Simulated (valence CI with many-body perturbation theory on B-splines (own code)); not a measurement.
E1 line list for Tb⁵⁰⁺

Method: valence CI with perturbative core correlation (CI+MBPT): five valence electrons over a frozen Dirac-Fock core [Ne], radial functions for each j: 9 s, 9 p, 8 d, 6 f, 3 g, 1 h, with the one-electron correlation potential Σ1, the two-electron term Σ2, the three-electron term Σ3, Breit, model QED; selected CI, second order for the rest (own B-spline code, finite nucleus).

No measured spectrum was set against this ion. As an estimate, large intervals hold to a few tenths of a per cent, small ones and those within an open d or f shell to about a per cent. Among the levels kept, up to 600 cm⁻¹ of a level comes from second order outside the variational space, and about a tenth of that is noise between levels of different J, which matters for small intervals.

Lines 101 to 150 of 209 in falling wavelength, among levels below 4976.6 × 10³ cm⁻¹, chosen from the strongest by gf and those to the six lowest levels. Wavelengths and rates use the calculated energies. Electric multipoles are in the length gauge, E1 and E2 with the static RPA response of the core. Weak lines are less certain than strong ones. Lines between different terms over intervals too small for the method are left out, as are lines whose strength nearly cancels. The highest levels of a list are the least certain.

Levels are named by their leading jj configuration (3d3/2^4 stands for four electrons in 3d with j = 3/2), which in mixed levels can hold well under half, so a name can repeat and another be missing. Letters in brackets count levels of one name in rising energy.

```
λ vac (Å)                               Upper                               Lower   A (s⁻¹)  S (a.u.) with core polarisation  S without
    57.01  (3s^2 3p1/2 3p3/2 3d3/2) J=5/2 [b]          (3s^2 3p1/2 3p3/2^2) J=5/2  1.94e+09                         1.06e-03   1.08e-03
    55.82  (3s^2 3p1/2 3p3/2 3d5/2) J=3/2 [a]          (3s^2 3p1/2 3p3/2^2) J=1/2  7.15e+08                         2.46e-04   2.49e-04
    55.78  (3s 3p1/2^2 3p3/2 3d5/2) J=5/2 [a]          (3s 3p1/2^2 3p3/2^2) J=3/2  2.40e+09                         1.23e-03   1.25e-03
    55.12  (3s^2 3p1/2 3p3/2 3d3/2) J=3/2 [b]          (3s^2 3p1/2 3p3/2^2) J=5/2  6.29e+08                         2.08e-04   2.13e-04
    54.70  (3s^2 3p1/2 3p3/2 3d5/2) J=7/2 [a]          (3s^2 3p1/2 3p3/2^2) J=5/2  5.69e+08                         3.68e-04   3.73e-04
    54.44  (3s^2 3p1/2 3p3/2 3d3/2) J=5/2 [b]          (3s^2 3p1/2 3p3/2^2) J=3/2  2.14e+09                         1.02e-03   1.04e-03
    54.00  (3s 3p1/2^2 3p3/2 3d5/2) J=5/2 [b]  (3s^2 3p1/2 3p3/2 3d3/2) J=3/2 [a]  2.54e+09                         1.18e-03   1.20e-03
    53.84  (3s 3p1/2^2 3p3/2 3d5/2) J=3/2 [a]          (3s 3p1/2^2 3p3/2^2) J=1/2  9.47e+09                         2.92e-03   2.96e-03
    53.74  (3s 3p1/2^2 3p3/2 3d5/2) J=3/2 [a]          (3s 3p1/2^2 3p3/2^2) J=3/2  2.66e+10                         8.15e-03   8.27e-03
    52.76  (3s^2 3p1/2 3p3/2 3d5/2) J=3/2 [a]          (3s^2 3p1/2 3p3/2^2) J=5/2  8.24e+09                         2.39e-03   2.43e-03
    52.72  (3s^2 3p1/2 3p3/2 3d3/2) J=3/2 [b]          (3s^2 3p1/2 3p3/2^2) J=3/2  3.05e+07                         8.81e-06   9.20e-06
    52.68  (3s^2 3p1/2 3p3/2 3d3/2) J=1/2 [b]          (3s^2 3p1/2 3p3/2^2) J=3/2  4.67e+09                         6.74e-04   6.85e-04
    51.93  (3s^2 3p1/2 3p3/2 3d5/2) J=5/2 [a]          (3s^2 3p1/2 3p3/2^2) J=5/2  4.31e+10                         1.79e-02   1.81e-02
    51.51          (3s^2 3p1/2 3d3/2^2) J=3/2  (3s^2 3p1/2 3p3/2 3d3/2) J=1/2 [a]  4.65e+09                         1.25e-03   1.27e-03
    50.98          (3s^2 3p1/2 3d3/2^2) J=3/2  (3s^2 3p1/2 3p3/2 3d3/2) J=5/2 [a]  2.16e+09                         5.66e-04   5.77e-04
    50.55  (3s^2 3p1/2 3p3/2 3d5/2) J=3/2 [a]          (3s^2 3p1/2 3p3/2^2) J=3/2  6.49e+10                         1.66e-02   1.68e-02
    50.02  (3s 3p1/2^2 3p3/2 3d5/2) J=5/2 [a]          (3s 3p1/2^2 3p3/2^2) J=5/2  8.00e+10                         2.96e-02   3.01e-02
    50.01          (3s^2 3p1/2^2 3d5/2) J=5/2          (3s^2 3p1/2^2 3p3/2) J=3/2  1.08e+11                         4.00e-02   4.05e-02
    49.79  (3s^2 3p1/2 3p3/2 3d5/2) J=5/2 [a]          (3s^2 3p1/2 3p3/2^2) J=3/2  2.07e+10                         7.57e-03   7.68e-03
    49.46      (3s 3p1/2^2 3p3/2 3d5/2) J=1/2          (3s 3p1/2^2 3p3/2^2) J=1/2  1.66e+11                         1.99e-02   2.02e-02
    49.37      (3s 3p1/2^2 3p3/2 3d5/2) J=1/2          (3s 3p1/2^2 3p3/2^2) J=3/2  1.60e+10                         1.91e-03   1.93e-03
    49.07  (3s^2 3p1/2 3p3/2 3d5/2) J=3/2 [b]          (3s^2 3p1/2 3p3/2^2) J=1/2  1.39e+11                         3.25e-02   3.29e-02
    48.48      (3s^2 3p1/2 3p3/2 3d5/2) J=1/2          (3s^2 3p1/2 3p3/2^2) J=1/2  2.20e+11                         2.47e-02   2.51e-02
    48.48  (3s 3p1/2^2 3p3/2 3d5/2) J=7/2 [a]          (3s 3p1/2^2 3p3/2^2) J=5/2  1.53e+11                         6.90e-02   7.00e-02
    48.43  (3s 3p1/2^2 3p3/2 3d5/2) J=5/2 [b]          (3s 3p1/2^2 3p3/2^2) J=3/2  2.46e+11                         8.28e-02   8.40e-02
    48.37  (3s 3p1/2^2 3p3/2 3d5/2) J=3/2 [a]          (3s 3p1/2^2 3p3/2^2) J=5/2  2.62e+10                         5.86e-03   5.95e-03
    48.23  (3s 3p1/2^2 3p3/2 3d5/2) J=3/2 [b]          (3s 3p1/2^2 3p3/2^2) J=1/2  1.09e+11                         2.42e-02   2.46e-02
    48.15  (3s 3p1/2^2 3p3/2 3d5/2) J=3/2 [b]          (3s 3p1/2^2 3p3/2^2) J=3/2  2.04e+10                         4.50e-03   4.57e-03
    47.99  (3s^2 3p1/2 3p3/2 3d5/2) J=7/2 [b]          (3s^2 3p1/2 3p3/2^2) J=5/2  2.66e+11                         1.16e-01   1.18e-01
    47.89  (3s^2 3p1/2 3p3/2 3d5/2) J=5/2 [b]          (3s^2 3p1/2 3p3/2^2) J=5/2  6.08e+10                         1.98e-02   2.01e-02
    46.98  (3s 3p1/2^2 3p3/2 3d3/2) J=5/2 [a]          (3s^2 3p1/2^2 3d5/2) J=5/2  1.21e+08                         3.73e-05   3.80e-05
    46.68  (3s^2 3p1/2 3p3/2 3d5/2) J=3/2 [b]          (3s^2 3p1/2 3p3/2^2) J=5/2  4.73e+10                         9.51e-03   9.65e-03
    46.64  (3s 3p1/2^2 3p3/2 3d3/2) J=3/2 [a]          (3s^2 3p1/2^2 3d5/2) J=5/2  2.59e+08                         5.19e-05   5.27e-05
    46.46          (3s^2 3p1/2 3d3/2^2) J=3/2          (3s 3p1/2^2 3p3/2^2) J=1/2  3.51e+09                         6.94e-04   7.04e-04
    46.07  (3s^2 3p1/2 3p3/2 3d5/2) J=5/2 [b]          (3s^2 3p1/2 3p3/2^2) J=3/2  3.99e+11                         1.16e-01   1.17e-01
    45.88  (3s 3p1/2^2 3p3/2 3d5/2) J=7/2 [b]          (3s 3p1/2^2 3p3/2^2) J=5/2  1.08e+11                         4.10e-02   4.16e-02
    45.60      (3s 3p1/2^2 3p3/2 3d3/2) J=7/2          (3s^2 3p1/2^2 3d5/2) J=5/2  6.57e+09                         2.46e-03   2.50e-03
    44.95  (3s^2 3p1/2 3p3/2 3d5/2) J=3/2 [b]          (3s^2 3p1/2 3p3/2^2) J=3/2  6.14e+08                         1.10e-04   1.12e-04
    44.46      (3s^2 3p1/2 3p3/2 3d5/2) J=1/2          (3s^2 3p1/2 3p3/2^2) J=3/2  6.20e+10                         5.37e-03   5.46e-03
    44.03  (3s 3p1/2^2 3p3/2 3d5/2) J=5/2 [b]          (3s 3p1/2^2 3p3/2^2) J=5/2  2.79e+10                         7.05e-03   7.16e-03
    43.80  (3s 3p1/2^2 3p3/2 3d5/2) J=3/2 [b]          (3s 3p1/2^2 3p3/2^2) J=5/2  2.27e+10                         3.77e-03   3.83e-03
    43.11  (3s 3p1/2^2 3p3/2 3d3/2) J=3/2 [b]          (3s^2 3p1/2^2 3d5/2) J=5/2  4.29e+09                         6.78e-04   6.89e-04
    41.41  (3s 3p1/2^2 3p3/2 3d3/2) J=5/2 [b]          (3s^2 3p1/2^2 3d5/2) J=5/2  4.15e+09                         8.72e-04   8.87e-04
    39.82        (3s 3p1/2 3p3/2^3) J=3/2 [a]          (3s^2 3p1/2 3p3/2^2) J=1/2  1.57e+10                         1.96e-03   1.99e-03
    39.02  (3s 3p1/2^2 3p3/2 3d3/2) J=5/2 [a]          (3s^2 3p1/2^2 3d3/2) J=3/2  1.38e+09                         2.43e-04   2.47e-04
    38.79  (3s 3p1/2^2 3p3/2 3d3/2) J=3/2 [a]          (3s^2 3p1/2^2 3d3/2) J=3/2  1.32e+10                         1.52e-03   1.55e-03
    38.61  (3s 3p1/2^2 3p3/2 3d3/2) J=1/2 [a]          (3s^2 3p1/2^2 3d3/2) J=3/2  1.34e+09                         7.59e-05   7.71e-05
    38.43  (3s 3p1/2^2 3p3/2 3d5/2) J=5/2 [a]          (3s^2 3p1/2^2 3d5/2) J=5/2  8.32e+10                         1.40e-02   1.42e-02
    38.42          (3s 3p1/2^2 3p3/2^2) J=5/2          (3s^2 3p1/2^2 3p3/2) J=3/2  1.37e+11                         2.31e-02   2.34e-02
    38.23        (3s 3p1/2 3p3/2^3) J=3/2 [a]          (3s^2 3p1/2 3p3/2^2) J=5/2  2.28e+10                         2.52e-03   2.56e-03
```
